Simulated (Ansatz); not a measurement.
Consider the redistribution: `C[SiH](S)CF` + `F[CH2][SnH2][SiH3]` → `C[SiH]([SiH3])CF` + `F[CH2][SnH2][SH]`.

Gas-phase electronic energies from Ansatz, PBE0-D4/def2-TZVP geometries. CCSD(T)/CBS adds triple-zeta CCSD(T) − MP2 to the extrapolated MP2 energy (def2 sets, frozen cores). DFT in def2-TZVPP. def2 core potentials past Kr. For Sn outer-core shells are correlated without core-valence functions, which leaves a few kJ/mol of doubt a bond. One conformer a species, not always the lowest.

(1) Is it downhill or uphill in electronic energy at CCSD(T)/CBS, and by how much? (An estimate is asked.)

(2) What do these levels give: PBE-D4, r2SCAN-D4, PBE0-D4, ωB97M-V, SCS-MP2/def2-TZVPP, MP2/CBS(def2)? (An estimate is asked.)

Largest T1 diagnostic among the species: 0.013.

Answers

(1) Ansatz gave: Uphill: ΔE = +0.32 eV.

(2) Ansatz gave: PBE-D4 0.28, r2SCAN-D4 0.31, PBE0-D4 0.30, ωB97M-V 0.35, SCS-MP2/def2-TZVPP 0.34, MP2/CBS(def2) 0.37 eV.
